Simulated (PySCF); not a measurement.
## Stationary points of AsO(OH)₂

These are results of PBE0/[As def2-TZVP, O def2-TZVP, H def2-TZVP], no relativity, density fitting, PySCF, not measurements.

Relaxations began from a few typed shapes; open shells are unrestricted. The search is not exhaustive: other isomers or separated fragments can lie lower, and high-lying points may rest on an excited occupation.

```
   spin  group                                                               bonds                                                                     angles  imaginary modes (cm⁻¹)  ΔE (kJ/mol)  ΔE with ZPE (kJ/mol)
doublet     C1          As–O 1.640 Å, As–O 1.760 Å, As–O 1.774 Å, O–H 0.966 Å (×2)   As–O–H 109.0°, As–O–H 109.7°, O–As–O 96.4°, O–As–O 111.3°, O–As–O 114.4°                    none          0.0                   0.0
doublet     Cs                   As–O 1.639 Å, As–O 1.761 Å (×2), O–H 0.965 Å (×2)                       As–O–H 109.1° (×2), O–As–O 94.8°, O–As–O 113.9° (×2)                    none          0.2                  -0.1
doublet     Cs  As–O 1.605 Å, As–O 1.834 Å, As–O 1.864 Å, O–H 0.968 Å, O–H 0.971 Å  As–O–H 105.1°, As–O–H 109.4°, O–As–O 106.0°, O–As–O 106.8°, O–As–O 147.2°                    281i        117.0                     –
doublet    C2v                   As–O 1.612 Å, As–O 1.843 Å (×2), O–H 0.972 Å (×2)                      As–O–H 103.8° (×2), O–As–O 106.9° (×2), O–As–O 146.3°                    282i        119.8                     –
```

The lowest minimum found is the doublet C1: As–O 1.640 Å, As–O 1.760 Å, As–O 1.774 Å, O–H 0.966 Å (×2); As–O–H 109.0°, As–O–H 109.7°, O–As–O 96.4°, O–As–O 111.3°, O–As–O 114.4°.
